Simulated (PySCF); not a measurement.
C3HBrCl2, SMILES ClC(Cl)=C=CBr.

Geometry: TPSSh-D3(BJ)/def2-SVP. The structure was generated by enumeration, and PubChem lists no compound with its InChIKey, so it may never have been made.

Two levels are set side by side: PBE/def2-TZVP (PySCF) and HF/def2-TZVP (PySCF). Same geometry, gas phase. Differences are taken from unrounded values.

```
quantity                         HF    PBE  PBE minus HF
---------------------------  ------  -----  ------------
orbital gap (eV)              12.50   4.08         -8.42
highest occupied level (eV)  -10.32  -6.56          3.76
lowest empty level (eV)        2.19  -2.48         -4.67
dipole moment (D)              1.28   0.96         -0.32
mean polarisability (bohr³)    84.7   91.4           6.7
```

PBE's occupied levels lie high since its potential decays too fast outside the molecule; exact exchange lowers them and widens the gap. PBE's more diffuse valence density responds more strongly to a field. Differences between two approximate levels are no errors against the true value.

Rough cost on one machine, each run with all the roots and properties that it gave: HF against PBE within a factor of 2.
